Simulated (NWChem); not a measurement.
System: SrHSBr; SMILES [SH][Sr][Br]

Here is an NWChem input.

```
start job
memory heap 200 mb stack 900 mb global 1100 mb
geometry units angstroms noautosym nocenter noautoz
  Sr    -0.240866     0.553941    -0.005645
  Br     0.040916    -2.215029     0.003848
  S      0.888975     3.053877    -0.003147
  H     -0.295670     3.710064    -0.009176
end
basis spherical
  * library def2-svpd
end
ecp
  Sr library def2-ecp
end
dft
  xc pbe0
  iterations 150
end
property
  response 1 0.0
end
task dft property
```

Excerpt of the output:

```
             Northwest Computational Chemistry Package (NWChem) 7.3.0
             --------------------------------------------------------

                             Geometry "geometry" -> ""
                             -------------------------

 Output coordinates in angstroms (scale by  1.889725989 to convert to a.u.)

  No.       Tag          Charge          X              Y              Z
 ---- ---------------- ---------- -------------- -------------- --------------
    1 Sr                  38.0000    -0.24086600     0.55394100    -0.00564500
    2 Br                  35.0000     0.04091600    -2.21502900     0.00384800
    3 S                   16.0000     0.88897500     3.05387700    -0.00314700
    4 H                    1.0000    -0.29567000     3.71006400    -0.00917600

 Effective nuclear repulsion energy (a.u.)     441.4180024413

                                 NWChem DFT Module
                                 -----------------

 Summary of "ao basis" -> "ao basis" (spherical)
 ------------------------------------------------------------------------------
       Tag                 Description            Shells   Functions and Types
 ---------------- ------------------------------  ------  ---------------------
 Sr                        def2-svpd                10       26   4s4p2d
 Br                        def2-svpd                15       41   6s5p4d
 S                         def2-svpd                11       27   5s4p2d
 H                         def2-svpd                 4        8   2s2p

            General Information
            -------------------
          SCF calculation type: DFT
          Wavefunction type:  closed shell.
          No. of atoms     :     4
          No. of electrons :    62
           Alpha electrons :    31
            Beta electrons :    31
          Charge           :     0
          Spin multiplicity:     1
          Use of symmetry is: off; symmetry adaption is: off
          Maximum number of iterations: 150
          AO basis - number of functions:   102
                     number of shells:    40
          Convergence on energy requested:  1.00D-06
          Convergence on density requested:  1.00D-05
          Convergence on gradient requested:  5.00D-04

              XC Information
              --------------
                         PBE0 Method XC Functional
                     Hartree-Fock (Exact) Exchange  0.250
          PerdewBurkeErnzerhof Exchange Functional  0.750
            Perdew 1991 LDA Correlation Functional  1.000 local
           PerdewBurkeErnz. Correlation Functional  1.000 non-local

             Grid Information
             ----------------
          Grid used for XC integration:  medium
          Radial quadrature: Mura-Knowles
          Angular quadrature: Lebedev.
          Tag              B.-S. Rad. Rad. Pts. Rad. Cut. Ang. Pts.
          ---              ---------- --------- --------- ---------
          Sr                  2.00      123          13.0       590
          Br                  1.15      112          16.0       590
          S                   1.00       88          16.0       590
          H                   0.35       45          16.0       434
          Grid pruning is: on
          Number of quadrature shells:   368
          Spatial weights used:  Erf1

      Superposition of Atomic Density Guess
      -------------------------------------

 Sum of atomic energies:       -3004.81976732

      Non-variational initial energy
      ------------------------------

 Total energy =   -3000.509343
 1-e energy   =   -4507.275642
 2-e energy   =    1342.781733
 HOMO         =      -0.339545
 LUMO         =      -0.106800

   convergence    iter        energy       DeltaE   RMS-Dens  Diis-err
 ---------------- ----- ----------------- --------- --------- ---------
 d= 0,ls=0.0,diis     1  -3002.8591809076 -3.17D+03  1.37D-02  3.98D-01
 d= 0,ls=0.0,diis     2  -3002.8563017333  2.88D-03  7.82D-03  4.41D-01
 d= 0,ls=0.0,diis     3  -3002.9195411813 -6.32D-02  9.56D-04  5.53D-03
 d= 0,ls=0.0,diis     4  -3002.9205236820 -9.83D-04  2.35D-04  3.26D-04
 d= 0,ls=0.0,diis     5  -3002.9205784449 -5.48D-05  5.56D-05  1.22D-05
  Resetting Diis
 d= 0,ls=0.0,diis     6  -3002.9205809500 -2.51D-06  1.45D-05  9.84D-07
 d= 0,ls=0.0,diis     7  -3002.9205811457 -1.96D-07  7.05D-06  1.06D-07

         Total DFT energy =    -3002.920581145656
      One electron energy =    -4512.876977343395
           Coulomb energy =     1467.344126081533
    Exchange-Corr. energy =     -121.372295806011
 Nuclear repulsion energy =      163.984565922217

 Numeric. integr. density =       61.999992711194

                       DFT Final Molecular Orbital Analysis
                       ------------------------------------

[...]

 DFT Linear Response polarizability / au
 Frequency  =       0.0000000 / au
              X              Y              Z
 -----------------------------------------------
 X      69.6023796      7.1640475     -0.0189823
 Y       7.1640544    110.4549630     -0.0481404
 Z      -0.0189830     -0.0481409     71.7534103
 -----------------------------------------------
 Eigenvalues =      68.3824610    111.6749123     71.7533796
 Isotropic   =      83.9369176
 Anisotropic =      41.7092808
 -----------------------------------------------

 Magnetic Dipole Response Matrix (nonzero elements):

 Exiting AOResponse driver routine
```

Level: PBE0/def2-SVPD with def2 effective core potentials on Sr. Structure relaxed at the PBE0/def2-SVP level. Not confirmed as a minimum by frequencies. def2 effective core potentials on Sr; no spin-orbit coupling.
